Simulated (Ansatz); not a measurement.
Coupled-cluster run, `C[N](C)[InH][OH]`.

```yaml
crystal:
  periodic: [false, false, false]
  atoms:
    - {symbol: C, position_ang: [-0.313999, 0.283520, 1.370144]}
    - {symbol: N, position_ang: [0.196765, -0.249108, 0.133643]}
    - {symbol: C, position_ang: [1.093629, -1.356228, 0.317789]}
    - {symbol: In, position_ang: [-0.326269, 0.518776, -1.636412]}
    - {symbol: O, position_ang: [-1.579291, 2.014540, -1.236486]}
    - {symbol: H, position_ang: [-0.869120, -0.478453, 1.939338]}
    - {symbol: H, position_ang: [0.498252, 0.642648, 2.021270]}
    - {symbol: H, position_ang: [-0.989086, 1.120609, 1.182753]}
    - {symbol: H, position_ang: [0.605591, -2.195362, 0.838474]}
    - {symbol: H, position_ang: [1.971832, -1.075055, 0.920394]}
    - {symbol: H, position_ang: [1.460911, -1.734095, -0.639948]}
    - {symbol: H, position_ang: [0.155749, 0.043042, -3.193362]}
    - {symbol: H, position_ang: [-1.904974, 2.465157, -2.017597]}
basis:
  gaussian: {orbitals: def2-TZVPP}
correlation: {method: ccsd_t}
output: {orbitals: {seedname: orbitals}}
```

```sh
$ ansatz run in.yaml --threads 2 --pin off --events-out ev --progress --plain --max-ram 31744MiB --backend cuda --devices 0, --max-vram 18GiB
```

Log, shortened:

```
Functional definition: HF
1875 factors; integrals over basis functions are off by at most 8.6e-4 eV
mean field evaluation 1: about -10850.0504 eV, gradient 5.6e1 eV
mean field evaluation 2: about -10850.2084 eV, gradient 5.6e1 eV
mean field evaluation 4: about -10856.9812 eV, gradient 4.8e0 eV
mean field evaluation 8: about -10857.0706 eV, gradient 2.9e-1 eV
mean field -10857.07094830 eV, -398.9899981631 hartree, gradient 2.2e-6 eV, S^2 0.000000; 0 other end points of the search recorded, 0 dependent functions left out
8 core orbitals not correlated: weight in the atoms' cores, before any rotation towards them, 1.000 or more for the frozen orbitals, at most 0.000 for the correlated occupied ones
reference -10857.07094830 eV, -398.9899981631 hartree; 20, 20 occupied and 258, 258 virtual orbitals, 1875 factors
second order -30.15775207 eV of doubles, -0.00000000 eV of singles
cycle   1  -29.94199570 eV  change    2.2e-1 eV  update   1.4e-1
cycle   2  -30.68313113 eV  change   -7.4e-1 eV  update   4.3e-2
cycle   3  -30.87876886 eV  change   -2.0e-1 eV  update   2.7e-2
cycle   4  -30.86878514 eV  change    1.0e-2 eV  update   8.6e-3
cycle   5  -30.86200797 eV  change    6.8e-3 eV  update   4.7e-3
cycle   6  -30.86374631 eV  change   -1.7e-3 eV  update   1.8e-3
cycle   7  -30.86337028 eV  change    3.8e-4 eV  update   7.5e-4
cycle   8  -30.86318912 eV  change    1.8e-4 eV  update   2.7e-4
cycle   9  -30.86335478 eV  change   -1.7e-4 eV  update   1.0e-4
cycle  10  -30.86338716 eV  change   -3.2e-5 eV  update   4.6e-5
perturbative correction -1.15208692 eV, -0.0423384136 hartree
Total energy: -10889.08642238 eV, -400.1665451347 hartree
```

Hardware: 2 threads of an AMD EPYC 7R13 on a shared host and a share of an NVIDIA H100 80 GB. Wall time 4.3 s, peak host memory 0.87 GiB.

The correlation energy is -32.015 eV, 3.6 % of it from (T); the T1 diagnostic reads 0.0158.
